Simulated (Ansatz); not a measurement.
```yaml
crystal:
  periodic: [false, false, false]
  atoms:
    - {symbol: Al, position_ang: [-1.969106, -1.564658, -1.364191]}
    - {symbol: Si, position_ang: [0.426354, 2.440827, 0.876450]}
    - {symbol: Sb, position_ang: [3.715800, -1.875032, -1.129951]}
    - {symbol: H, position_ang: [-4.750170, -3.466939, -2.193807]}
    - {symbol: H, position_ang: [0.777172, 3.275146, 4.022350]}
    - {symbol: H, position_ang: [1.019350, 5.026177, -1.035987]}
    - {symbol: H, position_ang: [0.915242, -3.985123, 0.724376]}
basis:
  gaussian: {orbitals: def2-SVP}
hamiltonian: {xc: {name: PBE}, dispersion: d3bjatm}
output: {forces: true}
```

```sh
$ ansatz run in.yaml --threads 2 --pin off --events-out ev --progress --plain --max-ram 4352MiB
```

Output, abridged:

```
Functional definition: PBE
937 factors; their error is unknown
mean field evaluation 1: about -21024.9587 eV, gradient 3.9e1 eV
mean field evaluation 2: about -20937.0979 eV, gradient 9.8e1 eV
mean field evaluation 4: about -20965.7967 eV, gradient 7.7e1 eV
mean field evaluation 8: about -21040.3892 eV, gradient 2.7e1 eV
mean field evaluation 16: about -21045.2262 eV, gradient 2.3e-3 eV
mean field -21045.22624411 eV, -773.3977995043 hartree, gradient 2.5e-6 eV, S^2 0.000000; 10 other end points of the search recorded, 0 dependent functions left out
reference -21045.22631154 eV, -773.3978019823 hartree; 27, 27 occupied and 55, 55 virtual orbitals, 937 factors
Total energy: -21045.31799172 eV, -773.4011711667 hartree
Atom 0 at    -1.969106    -1.564658    -1.364191 Å, force    -0.389491    -0.468724    -0.060554 eV/Å
Atom 1 at     0.426354     2.440827     0.876450 Å, force     0.336274     0.982282     0.317076 eV/Å
Atom 2 at     3.715800    -1.875032    -1.129951 Å, force    -0.678482    -0.221751     0.382738 eV/Å
Atom 3 at    -4.750170    -3.466939    -2.193807 Å, force     0.664678     0.451189     0.197343 eV/Å
Atom 4 at     0.777172     3.275146     4.022350 Å, force    -0.099733    -0.282935    -1.117845 eV/Å
Atom 5 at     1.019350     5.026177    -1.035987 Å, force    -0.196246    -0.914731     0.689698 eV/Å
Atom 6 at     0.915242    -3.985123     0.724376 Å, force     0.363000     0.454670    -0.408456 eV/Å
Dipole moment:    -0.094069    -0.275266    -0.690238 e Å
```

In this input the geometry is stretched to more than twice its size. The run converged. The result belongs to that input, not to the molecule as meant.
